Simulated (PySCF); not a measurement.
hydrogen sulfate (HO4S), SMILES O=S(=O)([O-])O, charge -1.

The structure is a stationary point at PBE0-D3(BJ)/def2-SVPD. One conformer was computed; it need not be the lowest.

These are r2SCAN/def2-SVPD (PySCF) values and carry that method's errors.

Symmetry labels are those of the subgroup Cs that the program uses (full group Cs).

Question: List the valence orbital energies around the gap with their symmetry. (An estimate is asked for; the answer gives what the named calculation found.)

Answer: 
```
orbital  symmetry  energy (eV)
-------  --------  -----------
HOMO−7         A'        -6.10
HOMO−6         A"        -4.13
HOMO−5         A"        -3.50
HOMO−4         A'        -3.50
HOMO−3         A'        -3.40
HOMO−2         A'        -2.40
HOMO−1         A"        -1.97
HOMO           A"        -1.37
LUMO           A'         4.11
LUMO+1         A'         5.19
LUMO+2         A'         5.43
LUMO+3         A"         5.43
```
